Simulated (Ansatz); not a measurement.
Consider the hydrogen abstraction from the Si–H bond: `CO[SiH](S)Cl` + H• → `CO[Si](S)Cl`• + H₂.

Computed with Ansatz on PBE0-D4/def2-TZVP structures; ΔE is electronic, products minus reactants. CCSD(T)/CBS adds triple-zeta CCSD(T) − MP2 to the extrapolated MP2 energy (def2 sets, frozen cores). This one scheme is used for every species, atoms too. DFT in def2-TZVPP. B3LYP here is the variant with VWN-RPA as its local correlation; programs differ in this. No spin–orbit coupling; open shells (•) take unrestricted orbitals. Each species was taken in one conformer, which may not be the lowest.

(1) Is it downhill or uphill in electronic energy at CCSD(T)/CBS, and by how much? (An estimate is asked.)

(2) What do these levels give: PBE-D4, r2SCAN-D4, PBE0-D4, B3LYP-D4, ωB97M-V, B2PLYP, HF/def2-TZVPP, MP2/def2-TZVPP, SCS-MP2/def2-TZVPP, MP2/def2-QZVPP, SCS-MP2/def2-QZVPP, MP2/CBS(def2)? (Estimate.)

Largest T1 diagnostic among the species: 0.014.

Answers

(1) Computed: Downhill: ΔE = -12.3 kcal/mol.

(2) Ansatz gave: PBE-D4 -15.9, r2SCAN-D4 -16.2, PBE0-D4 -13.1, B3LYP-D4 -16.6, ωB97M-V -11.1, B2PLYP -13.9, HF/def2-TZVPP -5.5, MP2/def2-TZVPP -9.2, SCS-MP2/def2-TZVPP -10.2, MP2/def2-QZVPP -9.4, SCS-MP2/def2-QZVPP -10.4, MP2/CBS(def2) -9.4 kcal/mol.

In def2-TZVPP, CCSD(T) changes the Hartree–Fock value by −6.6 kcal/mol (the triples alone add −0.2 kcal/mol) and MP2 by −3.7 kcal/mol. From PBE to PBE0 (25 % exact exchange), in def2-TZVPP and without D4, ΔE moves by +2.8 kcal/mol.
